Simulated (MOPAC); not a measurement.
Input for MOPAC: PM6 on ClGeH5 (a complex), monomers drawn apart or pushed together.

```
PM6 1SCF PRECISE CHARGE=0 THREADS=1
ClGeH5

Cl    -0.83989672 1     0.82487983 1    -0.48125102 1
H     -1.07725066 1     0.21030440 1     0.62237952 1
Ge     0.16062255 1    -0.03546508 1     3.18820415 1
H      0.13293134 1     1.48804810 1     3.35997725 1
H     -1.04597392 1    -0.45918509 1     2.32508216 1
H      0.04559419 1    -0.72781566 1     4.55234218 1
H      1.44986339 1    -0.46670943 1     2.47884404 1
```

The log:

```
*******************************************************************************
 **                                                                           **
 **                              MOPAC v23.2.5                                **
 **                                                                           **
 *******************************************************************************
 ** MOPAC's Digital Object Identifier: https://doi.org/10.5281/zenodo.6511958 **
 **                                                                           **
 ** Please cite the open-source release paper for use of this MOPAC version:  **
 ** J. E. Moussa and J. J. P. Stewart (2026)                                  **
 ** MOPAC: An open-source semiempirical molecular orbital program             **
 ** J. Open Source Softw., 11(119), 8025, https://doi.org/10.21105/joss.08025 **
 *******************************************************************************

                              PM6 CALCULATION RESULTS

 *******************************************************************************
 *  PM6        - The PM6 Hamiltonian to be used
 *
 *
 *
 *                 CHARGE ON SYSTEM = 0
 *
 *
 *
 *  PRECISE    - TIGHTER CRITERIA TO BE USED
 *  1SCF       - DO 1 SCF AND THEN STOP
 *  THREADS=1  - MULTI-THREADING NOT USED
 *  T=         - A TIME OF 172800.0 SECONDS REQUESTED
 *  DUMP=N     - RESTART FILE WRITTEN EVERY 7200.0 SECONDS REQUESTED
 *******************************************************************************
PM6 1SCF PRECISE CHARGE=0 THREADS=1
 ClGeH5

   ATOM   CHEMICAL          X               Y               Z
  NUMBER   SYMBOL      (ANGSTROMS)     (ANGSTROMS)     (ANGSTROMS)

     1      Cl         -0.83989672  *   0.82487983  *  -0.48125102  *
     2       H         -1.07725066  *   0.21030440  *   0.62237952  *
     3      Ge          0.16062255  *  -0.03546508  *   3.18820415  *
     4       H          0.13293134  *   1.48804810  *   3.35997725  *
     5       H         -1.04597392  *  -0.45918509  *   2.32508216  *
     6       H          0.04559419  *  -0.72781566  *   4.55234218  *
     7       H          1.44986339  *  -0.46670943  *   2.47884404  *



          CARTESIAN COORDINATES

    NO.       ATOM           X           Y           Z

     1        Cl         -0.8399      0.8249     -0.4813
     2         H         -1.0773      0.2103      0.6224
     3        Ge          0.1606     -0.0355      3.1882
     4         H          0.1329      1.4880      3.3600
     5         H         -1.0460     -0.4592      2.3251
     6         H          0.0456     -0.7278      4.5523
     7         H          1.4499     -0.4667      2.4788

 General Reference for PM6:
 "Optimization of Parameters for Semiempirical Methods V: Modification of NDDO Approximations
 and Application to 70 Elements", J. J. P. Stewart, J. Mol. Mod., 13, 1173-1213 (2007)
 URL: https://link.springer.com/article/10.1007/s00894-007-0233-4

           Empirical Formula: H5 Cl Ge  =     7 atoms



      MOLECULAR POINT GROUP   :   Cs


      RHF CALCULATION, NO. OF DOUBLY OCCUPIED LEVELS = 8


 -------------------------------------------------------------------------------
 PM6 1SCF PRECISE CHARGE=0 THREADS=1
 ClGeH5



     1SCF WAS SPECIFIED, SO BFGS WAS NOT USED
     SCF FIELD WAS ACHIEVED


                              PM6 CALCULATION
                                                       MOPAC v23.2.5 Linux




          FINAL HEAT OF FORMATION =        -14.75894 KCAL/MOL =     -61.75139 KJ/MOL


          COSMO AREA              =        119.93 SQUARE ANGSTROMS
          COSMO VOLUME            =        104.79 CUBIC ANGSTROMS

          IONIZATION POTENTIAL    =         11.557339 EV
          HOMO LUMO ENERGIES (EV) =        -11.557  1.585
          NO. OF FILLED LEVELS    =          8
          MOLECULAR WEIGHT        =        113.0825         POINT GROUP:  Cs

          MOLECULAR DIMENSIONS (Angstroms)

            Atom       Atom       Distance
            H     6   Cl     1     5.34154
            H     7    H     4     2.51592
            H     5    H     4     2.08089


          SCF CALCULATIONS        =          1





   ATOM   CHEMICAL          X               Y               Z
  NUMBER   SYMBOL      (ANGSTROMS)     (ANGSTROMS)     (ANGSTROMS)

     1      Cl         -0.83989672  *   0.82487983  *  -0.48125102  *
     2       H         -1.07725066  *   0.21030440  *   0.62237952  *
     3      Ge          0.16062255  *  -0.03546508  *   3.18820415  *
     4       H          0.13293134  *   1.48804810  *   3.35997725  *
     5       H         -1.04597392  *  -0.45918509  *   2.32508216  *
     6       H          0.04559419  *  -0.72781566  *   4.55234218  *
     7       H          1.44986339  *  -0.46670943  *   2.47884404  *

                             CARTESIAN COORDINATES

   1   Cl       -0.839896720     0.824879830    -0.481251020
   2    H       -1.077250660     0.210304400     0.622379520
   3   Ge        0.160622550    -0.035465080     3.188204150
   4    H        0.132931340     1.488048100     3.359977250
   5    H       -1.045973920    -0.459185090     2.325082160
   6    H        0.045594190    -0.727815660     4.552342180
   7    H        1.449863390    -0.466709430     2.478844040


           Empirical Formula: H5 Cl Ge  =     7 atoms



      MOLECULAR POINT GROUP   :   Cs


                  EIGENVALUES
 -27.01986 -19.83671 -16.50779 -12.46658 -12.44880 -12.34735 -11.57737 -11.55734
   1.58525   2.04101   2.09005   2.39834   3.31183  88.99045  89.15695  89.16210
  90.04250  90.04259


              NET ATOMIC CHARGES AND DIPOLE CONTRIBUTIONS

  ATOM NO.   TYPE          CHARGE      No. of ELECS.   s-Pop       p-Pop       d-Pop
    1         Cl          -0.232929        7.2329     1.98874     5.24225     0.00194
    2          H           0.221646        0.7784     0.77835
    3         Ge          -0.538640        4.5386     1.21973     3.31891
    4          H           0.144748        0.8553     0.85525
    5          H           0.114324        0.8857     0.88568
    6          H           0.146162        0.8538     0.85384
    7          H           0.144689        0.8553     0.85531
 DIPOLE           X         Y         Z       TOTAL
 POINT-CHG.    -0.065    -0.660     1.484     1.625
 HYBRID        -0.086    -0.084     0.068     0.138
 SUM           -0.151    -0.744     1.552     1.728


          ATOMIC ORBITAL ELECTRON POPULATIONS

     Atom    s        px        py        pz      x^2-y^2     xz        z^2       yz        xy
    1 Cl   1.98874   1.97380   1.82645   1.44201   0.00006   0.00017   0.00074   0.00092   0.00005
    2  H   0.77835
    3 Ge   1.21973   1.09520   1.11382   1.10989
    4  H   0.85525
    5  H   0.88568
    6  H   0.85384
    7  H   0.85531

 **********************
 *                    *
 * JOB ENDED NORMALLY *
 *                    *
 **********************




 == MOPAC DONE ==
```

The run finished.

Cost: roughly 0.03 core-seconds.
